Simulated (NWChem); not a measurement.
1,1-difluoroethane (C₂H₄F₂); SMILES C(F)(F)C

```xyz
8

C     -0.1161    -1.3622     0.0000
C      0.3519     0.0633     0.0000
F     -0.1198     0.7099    -1.0922
F     -0.1198     0.7099     1.0922
H     -1.2153    -1.3805     0.0000
H      0.2518    -1.8830    -0.8945
H      0.2518    -1.8830     0.8945
H      1.4529     0.1623     0.0000
```
Atoms are numbered in this order, from 1.

Program: NWChem. The geometry was optimised at PBE0/def2-SVP. Ions are spin-unrestricted doublets at the neutral geometry; other ion states weren't tried.

Task: What does the run give for PBE0/def2-SVP? Quantities: vertical ionisation energy, ΔSCF (eV); −ε(HOMO) (eV).

Result: 
```json
{
  "vertical ionisation energy, ΔSCF (eV)": "12.18",
  "−ε(HOMO) (eV)": "9.43"
}
```
